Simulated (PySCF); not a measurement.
**C₆ coefficients of unlike pairs at PBE**

Calculated with PySCF 2.14 from the dipole response of each species, C₆(A,B) = (3/π) ∫ α_A(iu) α_B(iu) du, in atomic units, from isotropic polarisabilities. For ions this is the dispersion term alone; charge-induced terms of lower order in 1/R come first.

| species | configuration | basis | relativity | α (bohr³) | C₆ (like pair) |
| --- | --- | --- | --- | --- | --- |
| Xe³⁺ | [Kr] 4d10 5s2 5p3 (4S) | def2-QZVPPD with the def2 core potential (28 electrons) (8s7p5d4f1g) | core potential | 9.434 | 55.97 |
| Ar⁺ | [Ne] 3s2 3p5 (2P) | aug-cc-pV(D+d)Z (5s4p3d) | none | 6.850 | 31.39 |
| Ni²⁺ | [Ar] 3d8 (3F) | aug-cc-pVDZ-DK (7s6p4d2f) | spin-free X2C | 3.395 | 9.398 |
| Re⁺ | [Xe] 4f14 5d5 6s1 (7S) | aug-cc-pwCVTZ-PP with ECP60MDF (8s8p7d4f3g) | core potential | 30.12 | 253.9 |

Question: Estimate C₆ for Re⁺ with Xe³⁺.

Answer: The integral gives 113.7. The combination rule 2 C_A C_B / (C_A α_B/α_A + C_B α_A/α_B) gives 110.1 and the geometric mean 119.2.

No spin-orbit coupling is included.

The other pairs:

| pair | C₆ |
| --- | --- |
| Ar⁺, Xe³⁺ | 41.82 |
| Ni²⁺, Xe³⁺ | 22.56 |
| Re⁺, Ni²⁺ | 44.11 |
| Re⁺, Ar⁺ | 84.75 |
| Ni²⁺, Ar⁺ | 16.77 |
